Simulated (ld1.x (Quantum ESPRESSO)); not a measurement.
An all-electron radial function and its pseudo partner (ruthenium (Ru))

Columns: radius, all-electron u(r) and pseudo u(r) of the 5p shell (level -0.88 eV) of ruthenium in the configuration [Kr] 4d7 5s1 5p0; revPBE, scalar-relativistic, PAW scheme, ld1.x (Quantum ESPRESSO) 7.5.

| r (bohr) | all-electron | pseudo |
| --- | --- | --- |
| 0.205 | -0.0569 | -0.0045 |
| 0.410 | -0.0471 | -0.0177 |
| 0.615 | 0.0911 | -0.0388 |
| 0.820 | 0.1542 | -0.0666 |
| 1.025 | 0.1350 | -0.0997 |
| 1.230 | 0.0704 | -0.1362 |
| 1.435 | -0.0097 | -0.1745 |
| 1.640 | -0.0892 | -0.2129 |
| 1.845 | -0.1612 | -0.2500 |
| 2.050 | -0.2233 | -0.2846 |
| 2.255 | -0.2754 | -0.3158 |
| 2.460 | -0.3181 | -0.3433 |
| 2.665 | -0.3524 | -0.3670 |
| 2.870 | -0.3794 | -0.3868 |
| 3.075 | -0.3999 | -0.4030 |
| 3.280 | -0.4150 | -0.4158 |
| 3.485 | -0.4252 | -0.4253 |
| 3.690 | -0.4315 | -0.4315 |
| 3.895 | -0.4345 | -0.4345 |
| 4.100 | -0.4347 | -0.4347 |
| 4.305 | -0.4326 | -0.4326 |
| 4.510 | -0.4288 | -0.4288 |
| 4.715 | -0.4235 | -0.4235 |
| 4.920 | -0.4171 | -0.4171 |
| 5.125 | -0.4097 | -0.4097 |
| 5.330 | -0.4016 | -0.4016 |

Question: How many radial nodes do the two functions have?

Answer: The all-electron 5p function has n − l − 1 = 3 (the table is too coarse to show those close to the nucleus); the pseudo-wave has 0, since the states of the same l below it are removed with the core.

Question: At about which radius was the pseudo-wave matched?

Answer: 3.60 bohr, where the columns begin to agree (steps of 0.20 bohr).

Question: Where does each function peak?

Answer: Outermost all-electron maximum near 4.10 bohr, pseudo maximum near 4.10 bohr (to the table’s step).

Question: Is the pseudo-wave norm-conserving?

Answer: No, it belongs to a PAW set: the norm inside the radius is not constrained, and the difference is carried by the augmentation charge.
